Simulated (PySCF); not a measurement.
carbazole (C12H9N), SMILES c1cc2c(cc1)[nH]c1c2cccc1. Atoms are numbered in the order given.

```xyz
22

C      0.0000     3.4318    -0.1987
C      0.0000     3.0473     1.1556
C      0.0000     1.6995     1.5132
C      0.0000     0.7258     0.5055
C      0.0000     1.1333    -0.8598
C      0.0000     2.4841    -1.2227
N      0.0000     0.0000    -1.6560
C      0.0000    -1.1333    -0.8598
C      0.0000    -2.4841    -1.2227
C      0.0000    -3.4318    -0.1987
C      0.0000    -3.0473     1.1556
C      0.0000    -1.6995     1.5132
C      0.0000    -0.7258     0.5055
H      0.0000     4.4940    -0.4551
H      0.0000     3.8153     1.9321
H      0.0000     1.4045     2.5652
H      0.0000     2.7887    -2.2718
H      0.0000     0.0000    -2.6662
H      0.0000    -2.7887    -2.2718
H      0.0000    -4.4940    -0.4551
H      0.0000    -3.8153     1.9321
H      0.0000    -1.4045     2.5652
```

The structure is a stationary point at B3LYP-D3(BJ)/def2-SVP.

Computed with PySCF with TDA-PBE/def2-SVP.

Vertical excitations. Isolated molecule, no solvent. State labels are in the subgroup C2v.

Computed lowest excited states:
| state | symmetry | energy (eV) | λ (nm) | f | main pairs |
|---|---|---|---|---|---|
| S1 | A1 | 3.79 | 327 | 0.027 | HOMO→LUMO 87 % |
| S2 | B2 | 4.26 | 291 | 0.034 | HOMO−1→LUMO 48 %, HOMO→LUMO+1 40 %, HOMO−2→LUMO 9 % |
| S3 | B2 | 4.90 | 253 | 0.163 | HOMO−2→LUMO 45 %, HOMO→LUMO+3 26 %, HOMO−1→LUMO 20 % |
| S4 | A1 | 4.94 | 251 | 0.018 | HOMO−1→LUMO+1 59 %, HOMO→LUMO+2 23 % |
| S5 | B2 | 5.09 | 244 | 0.276 | HOMO−1→LUMO+2 34 %, HOMO→LUMO+1 30 %, HOMO−2→LUMO 17 %, HOMO−2→LUMO+2 8 % |
| S6 | A1 | 5.31 | 234 | 0.011 | HOMO−3→LUMO 30 %, HOMO→LUMO+2 29 %, HOMO−2→LUMO+1 18 %, HOMO−1→LUMO+3 17 % |
| T1 | A1 | 3.18 | 390 | 0 | HOMO→LUMO 99 % |
| T2 | B2 | 3.33 | 372 | 0 | HOMO−1→LUMO 91 % |
Triplets are in the Tamm–Dancoff approximation.
